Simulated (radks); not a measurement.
All-electron atom: Se4+ in [Ar] 3d10 4s2. All-electron calculation, Dirac Kohn-Sham, PBE, spin-unpolarised, spherical densities, finite nucleus; Fermi nuclear charge, rms radius 4.14 fm. Program: a radial shooting solver on a logarithmic mesh with Libxc functionals.

Spin-orbit splittings of the eigenvalues, e(l+1/2) - e(l-1/2), with zeta = 2 splitting/(2l+1) and mean radii in bohr:

\begin{tabular}{lrrrrr}
shell & occ. & splitting (eV) & zeta (eV) & <r> j=l-1/2 & <r> j=l+1/2 \\ \hline
2p & 6 & 41.78 & 27.85 & 0.1685 & 0.1723 \\
3p & 6 & 5.889 & 3.926 & 0.5814 & 0.5918 \\
3d & 10 & 0.9051 & 0.3620 & 0.6212 & 0.6252 \\
\end{tabular}
